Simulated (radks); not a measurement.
The numbers below are computed, except where a source is named.
All-electron atom: Ne2+ in [He] 2s2 2p4.

Code: a radial shooting solver on a logarithmic mesh with Libxc functionals. Model: scalar-relativistic Kohn-Sham, PBE, spin-polarised, spherical densities, finite nucleus; open shells are filled with parallel spins first; Fermi nuclear charge, rms radius 3.0055 fm.

Energy parts (eV):
| part | energy |
|---|---|
| total | -3447.294 |
| kinetic | 3448.449 |
| electron-nucleus | -7985.207 |
| Hartree | 1394.948 |
| exchange-correlation | -305.483 |

Orbitals (lengths in bohr, moments of r in powers of bohr; <r^-3> diverges for s and p1/2):
| orbital | occ. | eigenvalue (eV) | <r^-3> |
|---|---|---|---|
| 1s up | 1 | -881.9737 | - |
| 1s down | 1 | -879.9583 | - |
| 2s up | 1 | -80.0376 | - |
| 2s down | 1 | -75.3816 | - |
| 2p up | 3 | -56.8232 | 14.84 |
| 2p down | 1 | -51.9914 | 14.19 |

The highest occupied level is 2p down at -51.991 eV. The electron density at the nucleus is 653.9 e/bohr^3 (large components only). For comparison, the ionisation energy in NIST's Atomic Spectra Database is 63.423 eV (measured). In exact Kohn-Sham theory the highest level is minus the ionisation energy, but local and semilocal functionals leave it too shallow, through self-interaction and a potential that decays too fast; potentials with the right tail come closer. The density falls to 0.001 e/bohr^3 at r = 2.37 bohr. Spin moment in Bohr magnetons: 2.
